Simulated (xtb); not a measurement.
xtb input (GFN2-xTB):

```bash
xtb mol.xyz --gfn 2 --sp --chrg 0 --uhf 0
```
mol.xyz:
```
16

C      2.19509740    -1.81706541    -0.02970872
O      1.58301825    -0.55218569    -0.13128672
Al     0.00000000     0.00000000     0.00000000
O     -0.33848417     1.63606316    -0.19187974
C      0.44274252     2.77706234    -0.46148209
O     -1.24453409    -1.08387747     0.32316646
C     -2.63783991    -0.95999693     0.49119080
H      1.47273461    -2.61178817     0.18186247
H      2.93923315    -1.80600689     0.77180317
H      2.70732416    -2.05775650    -0.96564310
H      0.10198117     3.24998001    -1.38696153
H      1.50524287     2.53664144    -0.56846526
H      0.33389015     3.50172962     0.35048474
H     -2.92525982    -1.31809832     1.48388150
H     -2.97797749     0.07514673     0.38660279
H     -3.15716881    -1.56984793    -0.25356478
```

Output:

```
           -------------------------------------------------
          |                Calculation Setup                |
           -------------------------------------------------

           -------------------------------------------------
          |                 G F N 2 - x T B                 |
           -------------------------------------------------

        Reference                      10.1021/acs.jctc.8b01176
      * Hamiltonian:
        H0-scaling (s, p, d)           1.850000    2.230000    2.230000
        zeta-weighting                 0.500000
      * Dispersion:
        s8                             2.700000
        a1                             0.520000
        a2                             5.000000
        s9                             5.000000
      * Repulsion:
        kExp                           1.500000    1.000000
        rExp                           1.000000
      * Coulomb:
        alpha                          2.000000
        third order                    shell-resolved
        anisotropic                    true
        a3                             3.000000
        a5                             4.000000
        cn-shift                       1.200000
        cn-exp                         4.000000
        max-rad                        5.000000

          ...................................................
          :                      SETUP                      :
          :.................................................:
          :  # basis functions                  43          :
          :  # atomic orbitals                  42          :
          :  # shells                           24          :
          :  # electrons                        42          :
          :  max. iterations                   250          :
          :  Hamiltonian                  GFN2-xTB          :
          :  restarted?                      false          :
          :  GBSA solvation                  false          :
          :  PC potential                    false          :
          :  electronic temp.          300.0000000     K    :
          :  accuracy                    1.0000000          :
          :  -> integral cutoff          0.2500000E+02      :
          :  -> integral neglect         0.1000000E-07      :
          :  -> SCF convergence          0.1000000E-05 Eh   :
          :  -> wf. convergence          0.1000000E-03 e    :
          :  Broyden damping             0.4000000          :
          :  net charge                          0          :
          :  unpaired electrons                  0          :
          ...................................................

 iter      E             dE          RMSdq      gap      omega  full diag
   1    -24.5357349 -0.245357E+02  0.909E+00    5.40       0.0  T
   2    -24.6128415 -0.771066E-01  0.426E+00    5.02       1.0  T
   3    -24.6195727 -0.673129E-02  0.109E+00    4.28       1.0  T
   4    -24.6227583 -0.318556E-02  0.441E-01    4.62       1.0  T
   5    -24.6232567 -0.498364E-03  0.225E-01    4.51       1.0  T
   6    -24.6233260 -0.693629E-04  0.134E-01    4.54       1.0  T
   7    -24.6233377 -0.116333E-04  0.859E-03    4.56       2.9  T
   8    -24.6233377 -0.652241E-07  0.271E-03    4.57       9.2  T
   9    -24.6233377 -0.962196E-09  0.449E-04    4.57      55.7  T
  10    -24.6233377  0.224816E-10  0.347E-04    4.57      72.1  T

   *** convergence criteria satisfied after 10 iterations ***

         #    Occupation            Energy/Eh            Energy/eV
      -------------------------------------------------------------
         1        2.0000           -0.6831359             -18.5891
       ...           ...                  ...                  ...
        15        2.0000           -0.5145049             -14.0004
        16        2.0000           -0.4342250             -11.8159
        17        2.0000           -0.4237434             -11.5306
        18        2.0000           -0.4237434             -11.5306
        19        2.0000           -0.4222658             -11.4904
        20        2.0000           -0.4196466             -11.4192
        21        2.0000           -0.4196466             -11.4192 (HOMO)
        22                         -0.2518760              -6.8539 (LUMO)
        23                         -0.0849887              -2.3127
        24                         -0.0374150              -1.0181
        25                         -0.0374150              -1.0181
        26                          0.0384915               1.0474
       ...                                ...                  ...
        42                          0.9559103              26.0116
      -------------------------------------------------------------
                  HL-Gap            0.1677706 Eh            4.5653 eV
             Fermi-level           -0.3357613 Eh           -9.1365 eV

 SCC (total)                   0 d,  0 h,  0 min,  0.007 sec
 SCC setup                      ...        0 min,  0.000 sec (  1.028%)
 Dispersion                     ...        0 min,  0.000 sec (  0.770%)
 classical contributions        ...        0 min,  0.000 sec (  0.247%)
 integral evaluation            ...        0 min,  0.001 sec ( 16.435%)
 iterations                     ...        0 min,  0.003 sec ( 43.366%)
 molecular gradient             ...        0 min,  0.003 sec ( 37.010%)
 printout                       ...        0 min,  0.000 sec (  1.045%)

         :::::::::::::::::::::::::::::::::::::::::::::::::::::
         ::                     SUMMARY                     ::
         :::::::::::::::::::::::::::::::::::::::::::::::::::::
         :: total energy             -24.414039567516 Eh    ::
         :: gradient norm              0.017519536332 Eh/a0 ::
         :: HOMO-LUMO gap              4.565269206597 eV    ::
         ::.................................................::
         :: SCC energy               -24.623312976275 Eh    ::
         :: -> isotropic ES            0.100561975815 Eh    ::
         :: -> anisotropic ES          0.006018895748 Eh    ::
         :: -> anisotropic XC          0.002336281656 Eh    ::
         :: -> dispersion             -0.007668263119 Eh    ::
         :: repulsion energy           0.209273408760 Eh    ::
         :: add. restraining           0.000000000000 Eh    ::
         :: total charge              -0.000000000000 e     ::
         :::::::::::::::::::::::::::::::::::::::::::::::::::::

           -------------------------------------------------
          |                Property Printout                |
           -------------------------------------------------

    * Orbital Energies and Occupations

         #    Occupation            Energy/Eh            Energy/eV
      -------------------------------------------------------------
         1        2.0000           -0.6831359             -18.5891
       ...           ...                  ...                  ...
         9        2.0000           -0.5251615             -14.2904
        10        2.0000           -0.5240524             -14.2602
        11        2.0000           -0.5240524             -14.2602
        12        2.0000           -0.5212787             -14.1847
        13        2.0000           -0.5191612             -14.1271
        14        2.0000           -0.5191612             -14.1271
        15        2.0000           -0.5145049             -14.0004
        16        2.0000           -0.4342250             -11.8159
        17        2.0000           -0.4237434             -11.5306
        18        2.0000           -0.4237434             -11.5306
        19        2.0000           -0.4222658             -11.4904
        20        2.0000           -0.4196466             -11.4192
        21        2.0000           -0.4196466             -11.4192 (HOMO)
        22                         -0.2518760              -6.8539 (LUMO)
        23                         -0.0849887              -2.3127
        24                         -0.0374150              -1.0181
        25                         -0.0374150              -1.0181
        26                          0.0384915               1.0474
        27                          0.0384915               1.0474
        28                          0.0867299               2.3600
        29                          0.1398639               3.8059
        30                          0.1398640               3.8059
        31                          0.1451184               3.9489
        32                          0.1740439               4.7360
       ...                                ...                  ...
        42                          0.9559103              26.0116
      -------------------------------------------------------------
                  HL-Gap            0.1677706 Eh            4.5653 eV
             Fermi-level           -0.3357613 Eh           -9.1365 eV

     #   Z          covCN         q      C6AA      α(0)
     1   6 C        3.684     0.040    20.096     6.418
     2   8 O        1.585    -0.343    19.809     6.006
     3  13 Al       2.391     0.477    97.838    20.678
     4   8 O        1.585    -0.343    19.809     6.006
     5   6 C        3.684     0.040    20.096     6.418
     6   8 O        1.585    -0.343    19.809     6.006
     7   6 C        3.684     0.040    20.096     6.418
     8   1 H        0.924     0.049     2.326     2.385
     9   1 H        0.924     0.047     2.359     2.402
    10   1 H        0.924     0.047     2.359     2.402
    11   1 H        0.924     0.047     2.359     2.402
    12   1 H        0.924     0.049     2.326     2.385
    13   1 H        0.924     0.047     2.359     2.402
    14   1 H        0.924     0.047     2.359     2.402
    15   1 H        0.924     0.049     2.326     2.385
    16   1 H        0.924     0.047     2.359     2.402

 Mol. C6AA /au·bohr⁶  :       2478.868838
 Mol. C8AA /au·bohr⁸  :      73927.129252
 Mol. α(0) /au        :         79.517091

Wiberg/Mayer (AO) data.
largest (>0.10) Wiberg bond orders for each atom

 ---------------------------------------------------------------------------
     #   Z sym  total        # sym  WBO       # sym  WBO       # sym  WBO
 ---------------------------------------------------------------------------
     1   6 C    3.946 --     9 H    0.979    10 H    0.979     8 H    0.979
                             2 O    0.974
     2   8 O    2.361 --     3 Al   1.272     1 C    0.974
     3  13 Al   3.962 --     4 O    1.272     6 O    1.272     2 O    1.272
     4   8 O    2.361 --     3 Al   1.272     5 C    0.974
     5   6 C    3.946 --    11 H    0.979    13 H    0.979    12 H    0.979
                             4 O    0.974
     6   8 O    2.361 --     3 Al   1.272     7 C    0.974
     7   6 C    3.946 --    14 H    0.979    16 H    0.979    15 H    0.979
                             6 O    0.974
     8   1 H    0.997 --     1 C    0.979
     9   1 H    0.998 --     1 C    0.979
    10   1 H    0.998 --     1 C    0.979
    11   1 H    0.998 --     5 C    0.979
    12   1 H    0.997 --     5 C    0.979
    13   1 H    0.998 --     5 C    0.979
    14   1 H    0.998 --     7 C    0.979
    15   1 H    0.997 --     7 C    0.979
    16   1 H    0.998 --     7 C    0.979
 ---------------------------------------------------------------------------

Topologies differ in total number of bonds
Writing topology from bond orders to xtbtopo.mol

molecular dipole:
                 x           y           z       tot (Debye)
 q only:        0.000       0.000      -0.000
   full:        0.000       0.000      -0.000       0.000
molecular quadrupole (traceless):
                xx          xy          yy          xz          yz          zz
 q only:        1.920      -0.113       1.901      -0.780      -0.847      -3.821
  q+dip:        1.032      -0.061       1.022      -0.419      -0.455      -2.054
Note: The following floating-point exceptions are signalling: IEEE_UNDERFLOW_FLAG IEEE_DENORMAL
normal termination of xtb
   full:        0.647      -0.038       0.641      -0.263      -0.286      -1.289

           -------------------------------------------------
          | TOTAL ENERGY              -24.414039567516 Eh   |
          | GRADIENT NORM               0.017519536332 Eh/α |
          | HOMO-LUMO GAP               4.565269206597 eV   |
           -------------------------------------------------

------------------------------------------------------------------------
------------------------------------------------------------------------
 total:
 SCF:
```
